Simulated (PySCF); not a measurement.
Assignment exercise: C$_{7}$H$_{11}$BO$_{2}$

Atom-mapped SMILES (the numbers label the heavy atoms): `[CH:1]#[C:2][C@H:3]([CH3:4])[B:5]1[O:6][CH2:7][CH2:8][CH2:9][O:10]1` (H(Xn): hydrogen on atom n).

Calculated, not measured (PySCF 2.14): GIAO B3LYP/pcSseg-1 shieldings, PBE0-D3(BJ)/def2-SVP structure. Rapidly exchanging positions averaged, one computed conformer, isolated molecule, no relativistic terms.

Chemical shifts δ = σref − σ; 13C and 1H against TMS, all at this level.

Q: Assign these signals to the numbered atoms. 13C{1H} NMR (computed): δ 89.7, 69.7, 64.9, 30.9, 17.4, 14.5.

A: 
| δ (ppm) | atoms | environment | reason |
| --- | --- | --- | --- |
| 89.7 | C2 | alkyne carbon | the triple bond shields along its axis, which puts it between sp3 and sp2 carbons |
| 69.7 | C1 | terminal alkyne carbon | the triple bond shields along its axis, which puts it between sp3 and sp2 carbons |
| 64.9 | C7/C9 | sp3 CH2 bonded to O | the inductive effect lowers its shielding |
| 30.9 | C8 | sp3 CH2 in a ring | a saturated carbon with 2 carbon neighbours and no heteroatom attached |
| 17.4 | C4 | methyl carbon | a saturated carbon with 1 carbon neighbour and no heteroatom attached |
| 14.5 | C3 | propargylic sp3 CH bonded to B | – |

Q: Assign these signals to the numbered atoms. 1H NMR (400 MHz, computed): δ 4.00 (m, 2H), 3.99 (m, 2H), 1.70 (m, 1H), 1.65 (m, 2H), 1.59 (m, 1H), 1.03 (d, 3H).

A: 
| δ (ppm) | atoms | environment | reason |
| --- | --- | --- | --- |
| 4.00 | Ha(C7)/Hb(C9) | hydrogen on an sp3 CH2 bonded to O | its carbon carries O, an electronegative neighbour |
| 3.99 | Hb(C7)/Ha(C9) | hydrogen on an sp3 CH2 bonded to O | – |
| 1.70 | H(C3) | hydrogen on a propargylic sp3 CH bonded to B | – |
| 1.65 | H(C8) | hydrogen on an sp3 CH2 in a ring | – |
| 1.59 | H(C1) | hydrogen on a terminal alkyne carbon | it lies on the axis of the triple bond, in its shielding cone |
| 1.03 | H(C4) | hydrogen on a methyl carbon | – |

Ha(C7)/Hb(C9) and Hb(C7)/Ha(C9); H(C3) and H(C8); H(C8) and H(C1) lie closer than the usual error of such a calculation, so a measured spectrum could show them in the other order.

A carbon bonded to boron is broadened by the quadrupolar boron nucleus and is often missing from a measured spectrum. Shifts are as computed. Against solution values, carbons near 30 ppm lie about +2 ppm off and those near 130 ppm about +6 ppm. Of 1313 compounds with measured shifts, 239 miss one by over three times the rms of a fit or turn the order of signals round; such compounds aren't used in these exercises. Multiplicities follow the n + 1 count of equivalent neighbours, as no J values were calculated; m marks all less simple cases, F and P coupling included.
